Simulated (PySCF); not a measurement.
# GaC: from constants to spectrum

UHF-CCSD(T) constants of GaC, ⁴Σ⁻ (quartet), unpaired electrons σ ↑, π ↑↑ (basis Ga x2c-TZVPPall, C x2c-TZVPPall; spin-free X2C with a Gaussian nucleus; PySCF 2.14; masses 68.9256 and 12.0000 u):

- ωe: 554.7 cm⁻¹
- ωexe: 3.04 cm⁻¹
- Be: 0.41238 cm⁻¹
- αe: 0.00355 cm⁻¹
- D (centrifugal): 9.12e-07 cm⁻¹
- De to Ga + C: 3.08 eV

(1) Give the vibrational terms G(v) and spacings up to v = 6.

(2) How well does the Morse estimate ωe²/(4ωexe) reproduce De, and what is D0?

Correlated steps freeze 10 core orbitals. Spin–orbit coupling is left out. The state is the lowest determinant that a PBE0 search found; another state may lie lower at other levels.

Answers

(1) G(v) = ωe(v+½) − ωexe(v+½)².

```
v  G(v) (cm⁻¹)  G(v) − G(v−1)  Bv (cm⁻¹)
0        276.6                    0.4106
1        825.2          548.6     0.4071
2       1367.8          542.5     0.4035
3       1904.2          536.5     0.4000
4       2434.6          530.4     0.3964
5       2958.9          524.3     0.3929
6       3477.1          518.2     0.3893
```

(2) It gives 3.14 eV, 102 % of the computed De. D0 = De − G(0) = 3.08 − 0.03 = 3.05 eV.
